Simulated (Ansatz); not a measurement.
BCl2(CCH) (C₂HBCl₂) was relaxed with B3LYP-D4 (def2-SVP) in Ansatz in these states: charge +1 doublet, neutral singlet. The geometries follow in no particular order.

A:

```tsv
atom	x (Å)	y (Å)	z (Å)
B1	-0.458	0.916	0.213
Cl2	0.517	2.352	0.484
Cl3	-2.208	1.032	0.307
C4	0.204	-0.409	-0.097
C5	0.738	-1.475	-0.345
H6	1.207	-2.417	-0.563
```

B:

```xyz
6

B    -0.368   -0.002   -1.027
Cl   -0.702    1.527   -1.761
Cl   -0.573   -1.533   -1.803
C     0.145    0.001    0.407
C     0.565    0.003    1.581
H     0.932    0.004    2.604
```

Q: Judge from the bond lengths which geometry belongs to which state (an estimate).

A: A is the neutral singlet (C4–C5 1.218 Å, B1–Cl3 1.757 Å, B1–Cl2 1.757 Å); B is the charge +1 doublet (C4–C5 1.247 Å, B1–Cl3 1.728 Å, B1–Cl2 1.728 Å).
